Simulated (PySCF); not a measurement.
# Pb(II) with different ligands

Computed with PySCF 2.14.0, PBE0, def2-SVP on the ligands, density fitting, scalar-relativistic core potentials, no spin-orbit coupling, vacuum. The metal has def2-SVP with ECP60. Each complex is relaxed within the symmetry of a template of the same shape. Distances are means of the shortest metal–ligand contacts, charges and spins Mulliken's.

| complex | point group | M–first ligand (Å) | charge on M (e) | HOMO–LUMO gap (eV) | strongest infrared band, degenerate modes summed (cm⁻¹) | unstable modes (below −25 cm⁻¹) |
| --- | --- | --- | --- | --- | --- | --- |
| [PbO(OH)]− | Cs | 1.976 | 0.21 | 4.13 | 694 | 0 |
| [PbOCl]− | Cs | 1.969 | 0.29 | 4.22 | 710 | 0 |
| [PbSF]− | Cs | 2.393 | 0.23 | 3.75 | 461 | 0 |

Q: A further member has point group Cs, M–first ligand (Å) 1.975, charge on M (e) 0.30, HOMO–LUMO gap (eV) 4.27, strongest infrared band, degenerate modes summed (cm⁻¹) 448, unstable modes (below −25 cm⁻¹) 0. Which complex is it?

A: [PbOF]−. This is one of several that fit.

One start shape was tried for each, so a minimum needn't be the lowest isomer.
